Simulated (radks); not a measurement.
Ge20+, configuration [Ne] 3s2. All-electron calculation, Dirac Kohn-Sham, exchange-only PBE, spin-unpolarised, spherical densities, finite nucleus; Fermi nuclear charge, rms radius 4.0742 fm. Program: a radial shooting solver on a logarithmic mesh with Libxc functionals.

Normalised radial functions P(r) = r R(r) (large component), r in bohr:

r,1s1/2,2s1/2
0.00424,1.3936,0.4462
0.005305,1.6747,0.5352
0.006637,1.9954,0.6359
0.008237,2.3391,0.7424
0.01031,2.7225,0.8583
0.01279,3.1029,0.9686
0.016,3.4829,1.0694
0.02002,3.8110,1.1386
0.02484,4.0337,1.1528
0.03108,4.1161,1.0837
0.03858,4.0074,0.9066
0.04826,3.6724,0.5817
0.06038,3.1214,0.1028
0.07494,2.4429,-0.4846
0.09375,1.6913,-1.1581
0.1173,1.0147,-1.7809
0.1456,0.5240,-2.1963
0.1821,0.2127,-2.3124
0.226,0.0689,-2.0825
0.2828,0.0154,-1.5718
0.3538,0.0022,-0.9697
0.4391,0.0002,-0.4853
0.5493,0.0000,-0.1780
0.6872,0.0000,-0.0456
0.8529,0.0000,-0.0081
1.067,0.0000,-0.0008
1.324,0.0000,0.0000
1.657,0.0000,0.0000

1s1/2: eigenvalue -11798.7 eV, 0 radial nodes, <r> = 0.0470 bohr, 90 % of the charge inside 0.0840 bohr. 2s1/2: eigenvalue -2173.1 eV, 1 radial node at r = 0.0629 bohr, <r> = 0.207 bohr, 90 % of the charge inside 0.319 bohr.
